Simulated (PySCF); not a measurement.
How methods differ on the ionisation energy of Ar⁺

Ar⁺ [Ne] 3s2 3p5 (2P) → Ar²⁺ [Ne] 3s2 3p4 (3P), as a difference of total energies. Computed with PySCF 2.14 in x2c-TZVPPall with one added diffuse shell each of s, p, d type (6s6p4d1f, 51 functions), with scalar relativity by spin-free X2C-1e. Correlated levels: valence: [Ne] frozen; valence and next inner shell: 1s2 frozen. The calculations carry no spin-orbit coupling.

```
                                method  ionisation energy (eV)  plus first-order spin-orbit estimate  error of that sum (eV)
                                   UHF                  26.350                                26.344                  -1.286
                                   LDA                  27.812                                27.806                  +0.176
                                   PBE                  27.591                                27.584                  -0.046
                                  PBE0                  27.598                                27.591                  -0.039
                                r2SCAN                  27.645                                27.638                  +0.008
                                revPBE                  27.539                                27.532                  -0.098
                                  BLYP                  27.510                                27.503                  -0.127
                                 wB97X                  27.600                                27.593                  -0.037
                                 B3LYP                  27.702                                27.696                  +0.066
                         MP2 (valence)                  27.328                                27.321                  -0.309
                     SCS-MP2 (valence)                  27.323                                27.317                  -0.313
    MP2 (valence and next inner shell)                  27.349                                27.343                  -0.287
SCS-MP2 (valence and next inner shell)                  27.336                                27.330                  -0.300
```

Reference: 27.630 eV (measured; NIST Atomic Spectra Database, ionization energies).

A first-order spin-orbit estimate (lowest level to lowest level, LS coupling) adds -0.007 eV.

Errors of the correlated levels include the incompleteness of this basis and the frozen core.
